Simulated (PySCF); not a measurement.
Mo(CMe)F3, C2H3F3Mo (singlet state).
SMILES: `C[C]#[Mo]([F])([F])[F]`

The calculation used PySCF, TDDFT PBE0/def2-SVPD, vertical, gas phase, core orbitals frozen in the response, def2 core potentials past Kr. Geometry: PBE0-D3(BJ)/def2-SVP; no solvent, vibrations or thermal averaging. Spin–orbit coupling is left out.

Each state is given a Gaussian of 0.25 eV full width at half maximum, with ε(max) = 2.175×10⁸ f / Δν̃ (Δν̃ the width in cm⁻¹). The width is an assumption, not a result. The curve ends short of the highest state used, and states not computed would add to its high-energy end.

```
E (eV)  ε (L mol⁻¹ cm⁻¹)
  3.03                 0
  3.10                 0
  3.16                 0
  3.23                 0
  3.29                 0
  3.36                 1
  3.42                10
  3.49                62
  3.55               212
  3.62               597
  3.68              1028
  3.75              1297
  3.81              1122
  3.88               634
  3.94               276
  4.01                70
  4.07                15
  4.14                 2
  4.20                 0
  4.27                 0
  4.33                 0
  4.40                 0
  4.46                 0
  4.52                 0
  4.59                 0
  4.65                 0
  4.72                 2
  4.78                14
  4.85                97
  4.91               366
```

Problem. Where are the band maxima, and which computed states make them?

Solution. 330 nm (3.75 eV), ε about 1300, made up of S2 (89%) (ε in L mol⁻¹ cm⁻¹; maxima over ε = 5, shares over 10%). At its high-energy end, 4.91 eV, the curve is still rising (ε about 370, from S5 and S6). The states used: S1 3.41 eV (f 0.0000); S2 3.75 eV (f 0.011); S3 3.78 eV (f 0.0007); S4 3.78 eV (f 0.0006); S5 5.13 eV (f 0.015); S6 5.13 eV (f 0.015); S7 5.19 eV (f 0.0002); S8 5.51 eV (f 0.0019); S9 5.51 eV (f 0.0022).

Problem. What would ε be at 3.75 eV, the highest of these maxima, with half the width (0.125 eV)?

Solution. About 2570 L mol⁻¹ cm⁻¹ against 1300, a factor of about 1.98; a lone state at its own centre would give exactly 2.

Problem. Does any computed singlet lie in the visible range?

Solution. No computed singlet lies in the visible range (380 to 750 nm); the lowest, at 364 nm, stands 0.14 eV above its violet end (3.26 eV); a Tamm–Dancoff triplet lies at 437 nm, without intensity as long as spin–orbit coupling is left out.

Problem. On this curve, what absorbance would a 10⁻³ mol/L sample give at 355 nm over a 1 cm path?

Solution. 355 nm is 3.493 eV, where ε is about 65 L mol⁻¹ cm⁻¹, so A = ε c l ≈ 0.065 (Beer–Lambert, with the gas-phase spectrum and the assumed width).

The vertical ionisation energy (ΔSCF) is 9.94 eV, 4.43 eV above S9.
